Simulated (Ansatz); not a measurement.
Cost and result for the atomization energy of `C[O][Sn]([OH])([O]C)[O]C` (18 atoms, 17 bonds).

```xyz
18

C    -2.1192    1.1805    1.1552
O    -1.5370   -0.0533    1.5271
Sn   -0.1506   -0.8776    0.4452
O    -0.2571   -2.7959    0.6927
O    -0.4901   -0.2855   -1.3806
C     0.3448   -0.7070   -2.4381
O     1.6711   -0.3923    0.9169
C     2.0979    0.9451    0.7721
H    -1.4501    2.0236    1.3650
H    -2.3943    1.2131    0.0958
H    -3.0262    1.3112    1.7512
H    -1.0865   -3.0517    1.1063
H     0.0390   -0.1694   -3.3395
H     0.2503   -1.7816   -2.6329
H     1.4026   -0.4835   -2.2520
H     1.6474    1.6032    1.5253
H     3.1818    0.9653    0.9112
H     1.8763    1.3559   -0.2210
```

Total charge 0; spin multiplicity 1. Correlated methods include outer-core shells of Sn, which these sets cover unevenly. Sn: def2 effective core potential. All single points use the PBE0-D4/def2-TZVP geometry. It is one conformer, not always the lowest. Program: Ansatz. All runs use 4 threads of an AMD EPYC 7R13 on a shared host and a share of an NVIDIA H100 80 GB. Times are those of one run each, without the atoms' runs, and a repeat can differ threefold. Electronic energies, without spin–orbit coupling; frozen cores. CCSD(T)/CBS adds CCSD(T) − MP2 in def2-TZVPP to the MP2 limit, and its time is that of the two runs behind it. T1 = 0.014. With those shells the extrapolation isn't a true limit. B3LYP takes the VWN-RPA correlation (the form of Gaussian; ORCA's B3LYP/G).

CCSD(T)/CBS is a level of theory with its own doubt, some kJ/mol a heavy atom from the limit and from the frozen cores, so smaller differences don't rank the functionals.

```tsv
level	functions	wall time	atomization (kcal/mol)	difference from CCSD(T)/CBS	per bond
LDA (SPW92)/def2-TZVPP	407	2.5 s	1850.3	243.9	14.3
PBE-D4/def2-TZVPP (with forces)	407	2.8 s	1629.6	23.2	1.4
CCSD(T)/def2-SVP	174	2.9 s	1495.7	-110.7	-6.5
B3LYP-D4/def2-TZVPP (with forces)	407	3 s	1589.2	-17.2	-1.0
PBE-QIDH/def2-TZVPP	407	3.1 s	1574.8	-31.6	-1.9
ωB97M-V/def2-TZVPP (with forces)	407	3.6 s	1595.8	-10.6	-0.6
r2SCAN-D4/def2-TZVPP (with forces)	407	4.2 s	1596.6	-9.8	-0.6
ωB97X-V/def2-TZVPP	407	4.4 s	1599.6	-6.8	-0.4
CAM-B3LYP-D4/def2-TZVPP	407	4.5 s	1600.8	-5.6	-0.3
B97M-V/def2-TZVPP	407	6 s	1596.5	-9.9	-0.6
MP2/def2-QZVPP	781	6 s	1617.7	11.3	0.7
CCSD(T)/def2-TZVPP	407	34 s	1556.9	-49.5	-2.9
CCSD(T)/CBS(def2)	–	40 s	1606.4	0.0	0.0
```

In def2-TZVPP, CCSD(T) changes the Hartree–Fock value by +454.4 kcal/mol (the triples alone add +28.3 kcal/mol) and MP2 by +485.5 kcal/mol; breaking electron pairs costs correlation energy, which Hartree–Fock lacks. The D4 term adds +15.0 kcal/mol with B3LYP and +8.2 kcal/mol with PBE0; it sums over pairs of atoms, weighted by their polarisabilities, and B3LYP, whose exchange is more repulsive, gets the larger term. From r2SCAN to r2SCAN0 (25 % exact exchange), in def2-TZVPP and without D4, the atomization energy moves by −37.6 kcal/mol: exact exchange takes away binding that semilocal exchange gives to molecules.

Spin–orbit coupling would lower the free Sn atoms strongly, and the atomization energy with them, by more than many differences here. For some Ge, Se and Sn compounds the MP2-based and the directly extrapolated limit differ by 10 to 25 kJ/mol.
